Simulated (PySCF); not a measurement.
# Fine-structure interval of Tb⁵²⁺ by level of theory

Tb⁵²⁺ [Ne] 3s2 3p1 [3p1/2^1, M_J = 1/2] → Tb⁵²⁺ [Ne] 3s2 3p1 [3p3/2^1, M_J = 3/2], as a difference of total energies. Computed with PySCF 2.14 in an uncontracted even-tempered set (18 s from 14 bohr⁻², ratio 2.4; 14 p from 18 bohr⁻², ratio 2.4; 4 d from 62 bohr⁻², ratio 2.6; 4 f from 92 bohr⁻², ratio 2.6), with the two-component X2C-1e Hamiltonian. Correlated levels: 1s2 frozen; the 54 highest virtual spinors dropped. "Screened" scales the spin-orbit matrix elements by Boettger's factors to mimic the two-electron term; Breit and QED terms are absent.

| method | fine-structure interval (cm⁻¹) |
| --- | --- |
| GHF (screened spin-orbit) | 1618000 |
| GMP2 (screened spin-orbit) | 1613100 |
| GHF (bare spin-orbit) | 1673400 |
